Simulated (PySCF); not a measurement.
Spectroscopy problems

- geometry from GFN2-xTB
- shielding tensors at PBE0/pcSseg-1 (GIAO)
- program: PySCF
- no solvent, one computed conformer, no relativistic terms, rapidly exchanging positions averaged

Referencing at the same level of theory: 1H (σ = 31.72 ppm) and 13C (σ = 186.93 ppm) vs TMS. Splittings of carbon signals by F and P are missing where no couplings were computed. Where no couplings were computed, multiplicities follow the n + 1 count of equivalent neighbours, and m marks all less simple cases (inequivalent or close neighbours, rings, F or P nearby). Shifts are as computed. Against solution values, carbons near 30 ppm lie about +3 ppm off and those near 130 ppm about +5 ppm. Of 1211 compounds with measured shifts, 218 miss one by over three times the rms of a fit or turn the order of signals round; such compounds aren't used in these exercises.

Problem. C$_{6}$H$_{13}$N$_{3}$Si. 1H NMR (600 MHz, computed): δ 5.54 (sept, 1H), 2.44 (s, 6H), 0.40 (d, 6H). 13C{1H} NMR (computed): δ 149.3 (C), 12.8 (CH3), -0.8 (CH3). What is it?

Solution. `Cc1nn([SiH](C)C)nc1C`. Rings plus π bonds: 3 (1 ring in the answer). 3 carbon signals for 6 carbons: some carbons are equivalent by symmetry or fast rotation. Carbon types of the structure: 2 × C, 4 × CH3, leaving 1 H on heteroatoms. δC 149.3: substituted aromatic carbon next to a ring nitrogen. δC -0.8: methyl carbon bonded to Si; an electropositive neighbour leaves it electron-rich and shielded. δH 2.44: hydrogen on a methyl carbon on an aromatic ring; benzylic-type position, deshielded by the ring. δH 0.40: hydrogen on a methyl carbon bonded to Si; an electropositive neighbour shields it, as in TMS itself.

The data come from this structure; uniqueness wasn't tested.

Problem. C$_{5}$H$_{5}$FO$_{2}$. 1H NMR (300 MHz, computed): δ 10.11 (m, 1H), 4.69 (m, 2H), 3.13 (m, 2H). 13C{1H} NMR (computed): δ 183.4 (CH), 180.4 (C), 95.2 (C), 70.4 (CH2), 29.4 (CH2). What is it?

Solution. SMILES O=CC1=C(F)OCC1. The formula gives 3 degrees of unsaturation (1 ring in the answer). 5 carbon signals for 5 carbons: no two carbons are equivalent. Carbon types of the structure: 2 × C, 1 × CH, 2 × CH2, which accounts for all hydrogens. δC 183.4: aldehyde carbonyl carbon; low-lying n→π* states of the double bond to the heteroatom give a large paramagnetic term (-236 ppm). δC 180.4: alkene carbon bearing oxygen; an sp2 carbon further deshielded by the attached heteroatom. δC 95.2: β carbon of an enol-ether or enamine type C=C; the O or N lone pair pushes π density onto this β carbon and shields it. δC 70.4: sp3 CH2 bonded to O; pulled downfield by the heteroatom.

The data come from this structure; uniqueness wasn't tested.
